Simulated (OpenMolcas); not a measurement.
# Computed transition rates of Cl II

```json
{
  "Program": "OpenMolcas",
  "Method": "SS-CASPT2, IPEA 0.25 Eh, imaginary shift 0.1 Eh (closed shells correlated: 2s 2p)",
  "Basis": "ANO-RCC-VQZP [6s5p3d2f1g]",
  "Scalar Hamiltonian": "DKH2, point nucleus",
  "Active space": "6 electrons in 4 orbitals (3s 3p)",
  "State averaging": "2S+1 = 3 even, 3 roots; 2S+1 = 1 even, 6 roots; 2S+1 = 3 odd, 3 roots; 2S+1 = 1 odd, 3 roots",
  "Spin-orbit coupling": "RASSI with atomic mean-field integrals over the reference wave functions, term energies averaged over their components"
}
```

Rates come from the transition moments of the reference wave functions (E1 and E2 in the length form). At fixed line strength A goes as λ^-3 for E1 and M1 and as λ^-5 for E2, so a rate at the computed wavelength can be rescaled to the measured one. Measured vacuum wavelengths follow from level energies in NIST Handbook of Basic Atomic Spectroscopic Data. Branching counts decays inside the model space alone, at computed energies, and the table is only a selection of the E2 and M1 lines, drawn from those between levels with measured partners whose computed energy lies within a factor of 1.5 of the measured one.

| Upper | Lower | Type | λ computed (nm) | λ measured (nm) | A computed (s-1) | A rescaled (s-1) | Branching % |
| --- | --- | --- | --- | --- | --- | --- | --- |
| 3s2 3p4 1S0 | 3s2 3p4 1D2 | E2 | 629.9 | 616.4 | 2.10e+00 | 2.34e+00 | 64.2 |
| 3s2 3p4 1S0 | 3s2 3p4 3P1 | M1 | 371.3 | 367.9 | 1.16e+00 |  | 35.3 |
| 3s2 3p4 1D2 | 3s2 3p4 3P2 | M1 | 854.4 | 858.1 | 9.55e-02 |  | 77.7 |
| 3s2 3p4 1D2 | 3s2 3p4 3P1 | M1 | 904.6 | 912.6 | 2.69e-02 |  | 21.8 |
| 3s2 3p4 3P1 | 3s2 3p4 3P2 | M1 | 15390 | 14370 | 6.19e-03 | 7.60e-03 | 100.0 |
| 3s2 3p4 3P0 | 3s2 3p4 3P1 | M1 | 34820 | 33280 | 1.28e-03 | 1.47e-03 | 100.0 |

Spin-changing lines and M1 lines between different terms are not rescaled, since their strength hangs on the term gaps too.

The largest correction is for 3s2 3p4 3P1 → 3s2 3p4 3P2 (M1): 6.19e-03 × (15390 / 14370)^3 = 7.60e-03 s-1, a factor of 1.23.

The computed rate and branching of 3s2 3p4 3P1 → 3s2 3p4 3P2 give the upper level a radiative lifetime of 1.000 / 6.19e-03 s-1 = 1.62e+02 s, counting decays inside the model space alone. The rescaled rate gives about 1.3e+02 s.

No measured rate stands beside these. Rescaling mends the energy factor alone: line strengths can still be far off where a level mixes with configurations outside the active space, and weak or spin-changing lines hang on small mixing coefficients that depend on the term gaps too, so rescaling need not improve them.

Term energies are means over components that CASPT2 splits; among the terms shown or strongly mixed into the levels shown the widest spread is 190 cm-1 (3s2 3p4 1D). Over all roots computed the reference weight is 0.86 to 0.95; the roots of lowest weight are the least certain, and an intruder state may touch them. Computed and measured levels are paired by configuration, term and J; levels that our copy of the source lacks, or whose pairing is in doubt (as where it misses far off the trend of its configuration), stay unpaired. Only configurations of the active space appear.
